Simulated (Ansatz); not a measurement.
Program: Ansatz. Geometries: PBE0-D4/def2-TZVP. ΔE: electronic, gas phase. CCSD(T)/CBS adds triple-zeta CCSD(T) − MP2 to the extrapolated MP2 energy (def2 sets, frozen cores). Functionals use def2-TZVPP. Elements past krypton have def2 core potentials. For Te outer-core shells are correlated without core-valence functions, which leaves a few kJ/mol of doubt a bond. One conformer a species, not always the lowest.

Reaction (formal exchange of groups at a C–Si bond): `ClC[SiH2][TeH]` + `C=C[SiH3]` → `C=C([SiH3])CCl` + `[SiH3][TeH]`

(1) Is it downhill or uphill in electronic energy at CCSD(T)/CBS, and by how much? (Estimate.)

(2) What do these levels give: PBE-D4, r2SCAN-D4, r2SCAN, MP2/def2-TZVPP, SCS-MP2/def2-TZVPP, MP2/def2-QZVPP? (Estimate.)

Largest T1 diagnostic among the species: 0.011.

## Answers

(1) Computed: Uphill: ΔE = +25.8 kJ/mol.

(2) Computed: PBE-D4 23.3, r2SCAN-D4 24.8, r2SCAN 25.3, MP2/def2-TZVPP 22.6, SCS-MP2/def2-TZVPP 22.2, MP2/def2-QZVPP 24.4 kJ/mol.

The D4 term adds −3.1 kJ/mol with B3LYP and −1.7 kJ/mol with PBE0; it sums over pairs of atoms, weighted by their polarisabilities, and B3LYP, whose exchange is more repulsive, gets the larger term.

B3LYP here is the variant with VWN-RPA as its local correlation; programs differ in this.
